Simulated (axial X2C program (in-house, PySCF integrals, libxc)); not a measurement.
## Nuclear properties of WC⁻

Computed with an in-house all-electron X2C program for linear molecules (integrals from PySCF): two-component X2C with atomic mean-field Coulomb and Gaunt terms, Gaussian nuclei, basis W dyall-acv3z, C dyall-av3z with contracted cores.

R = 1.709 Å (near the PBE0 minimum at charge -1 of the determinant lowest at the starting distance; the state shown can have its own minimum elsewhere).

Input and command:
```json
{"zs": [74, 6], "q": -1, "bas": ["dyall-acv3z", "dyall-av3z"], "r0": 1.87, "levels": ["PBE0", "HF", "LDA", "BHandHLYP", "r2SCAN"], "nst": 3}
```
```bash
python soeom.py task.json out
```

Keys: zs atomic numbers; q charge; bas basis sets; r0 starting distance in Å; levels methods; nst determinants followed.

Determinant lowest in the PBE0 search, Ω = 3/2 (⟨Sz⟩ = -0.49, ⟨Lz⟩ = 1.99 at PBE0), spin on the atoms W -0.61, C 0.12:

| level | Eeff magnitude (GV/cm) | Ws magnitude W (kHz) | A∥/gI W (MHz) | qzz W (a.u.) | A∥/gI C (MHz) | qzz C (a.u.) |
| --- | --- | --- | --- | --- | --- | --- |
| PBE0 | 0.554 | 0.691 | 564 | -8.03 | 4.51 | -0.36 |
| HF | 30.2 | 20.7 | 721 | -6.66 | 67.5 | -0.29 |
| LDA | 1.05 | 0.389 | 716 | -8.84 | 5.61 | -0.35 |
| BHandHLYP | 2.98 | 2.44 | 647 | -7.49 | 7.1 | -0.39 |
| r2SCAN | 0.954 | 0.485 | 222 | -8.55 | 4.59 | -0.35 |

Determinant 0.50 eV from it at PBE0 and this distance, Ω = 5/2 (⟨Sz⟩ = 0.51, ⟨Lz⟩ = 1.99 at PBE0), spin on the atoms W 0.62, C -0.11:

| level | Eeff magnitude (GV/cm) | Ws magnitude W (kHz) | A∥/gI W (MHz) | qzz W (a.u.) | A∥/gI C (MHz) | qzz C (a.u.) |
| --- | --- | --- | --- | --- | --- | --- |
| PBE0 | 1.21 | 0.304 | 564 | -8.46 | 0.903 | -0.38 |
| HF | 21.1 | 7.99 | 324 | -7.86 | -37.9 | -0.31 |
| LDA | 0.124 | 0.106 | 484 | -9.29 | 1.3 | -0.37 |
| BHandHLYP | 0.12 | 0.205 | 503 | -7.89 | -2.01 | -0.41 |
| r2SCAN | 1.35 | 0.271 | 824 | -8.97 | 2.36 | -0.37 |

Eeff is the effective electric field on the electron electric dipole moment in this Ω state and Ws the scalar–pseudoscalar constant of the nucleus named (defined with the proton number Z and per Ω); A∥ (defined per Ω) follows by multiplying with gI = μI/(I μN); qzz is the electric field gradient, eQq0 = 234.96 MHz × Q/barn × qzz. The operators were transformed with the bare-nucleus X2C matrices; with these basis sets, hyperfine constants and field gradients can be off by tens of per cent, and where levels differ in sign neither size nor sign is settled.

Each state is one determinant with collinear spin. Unrestricted Hartree–Fock can overshoot spin polarisation at the nuclei. In the state Ω = 3/2 the sign of Eeff differs between levels (LDA, r2SCAN against PBE0). In the state Ω = 5/2 the sign of Eeff differs between levels (BHandHLYP against PBE0). For an anion, determinants above electron detachment, or with a positive highest level, are held by the basis set. Where Eeff spreads by more than a factor of two the levels disagree and none is to be relied on. At r2SCAN a later determinant lies lower. States lie within half an eV, so the first need not be the ground state. The sign of Ws at W differs between levels in the first state. The sign of Ws at W differs between levels in the second state. Further determinants of the search, some of them spin-mixed, are not shown. Where a field gradient or hyperfine factor spreads by more than a factor of two over the levels, a constant derived from it is not to be relied on. PBE0 term energies can be off by some tenths of an eV.
